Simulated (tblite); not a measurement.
C$_{6}$H$_{11}$O, doublet, at a GFN2-xTB geometry; GFN1-xTB in tblite.

Here is a job for tblite.
```
$ tblite run mol.xyz --method gfn1 --charge 0 --spin 1 --etemp 2000 --json tblite.json --no-restart

# file mol.xyz
18

C     -1.65634730     1.87644218    -0.36374093
C     -0.95294037     0.59143025    -0.45007657
C     -1.88348433    -0.59191470    -0.19904834
C      0.21475076     0.58077831     0.60352342
C      1.13290251    -0.58691461     0.34703274
C      2.26085605    -0.29995557    -0.61177397
O      0.96462992    -1.67010032     0.85157167
H     -2.48157420     1.99773403     0.31076320
H     -1.25949758     2.75053785    -0.84352557
H     -0.48813316     0.49254899    -1.43902477
H     -2.62839017    -0.65616209    -0.98871208
H     -2.39751921    -0.47206496     0.75176355
H     -1.32384492    -1.52292057    -0.17051116
H     -0.22966139     0.49164889     1.59477409
H      0.76497174     1.51843168     0.52816450
H      1.89641650     0.24134051    -1.48135408
H      2.73905432    -1.22539475    -0.92137717
H      2.99671484     0.32590792    -0.10903183
```

It wrote (shortened):

```
xTB calculator
 | screened Coulomb repulsion
 | Coulomb electrostatics
 |  * isotropic Klopman-Ohno-Mataga-Nishimoto electrostatics
 |  * onsite third-order electrostatics
 | DFT-D3(BJ) dispersion correction

halogen bonding energy    0.0000000000000E+00 Eh
repulsion energy          2.9836511870669E-01 Eh
dispersion energy        -7.1267930524397E-03 Eh
number of electrons       4.1000000000000E+01 e
integral cutoff           1.9731147476801E+01 bohr

------------------------------------------------------------
  cycle        total energy    energy error   density error
------------------------------------------------------------
      1     -23.03339506544  -2.3324633E+01   6.0442084E-01
      2     -23.23586731768  -2.0247225E-01   3.4496455E-01
      3     -23.23622181843  -3.5450075E-04   1.1813410E-01
      4     -23.23908582362  -2.8640052E-03   1.2415277E-02
      5     -23.23955332582  -4.6750219E-04   3.2887400E-03
      6     -23.23957771829  -2.4392476E-05   2.1238979E-03
      7     -23.23959368375  -1.5965455E-05   4.9874045E-04
      8     -23.23959459499  -9.1124654E-07   6.8050247E-05
      9     -23.23959460839  -1.3397155E-08   4.1307363E-05
     10     -23.23959461389  -5.4977889E-09   2.8740759E-06
------------------------------------------------------------

electronic energy        -2.3530832939543E+01 Eh
total energy             -2.3239594613889E+01 Eh

Post processing:
 | Mayer-Wiberg bond orders

[Info] JSON dump of results written to 'tblite.json'
```
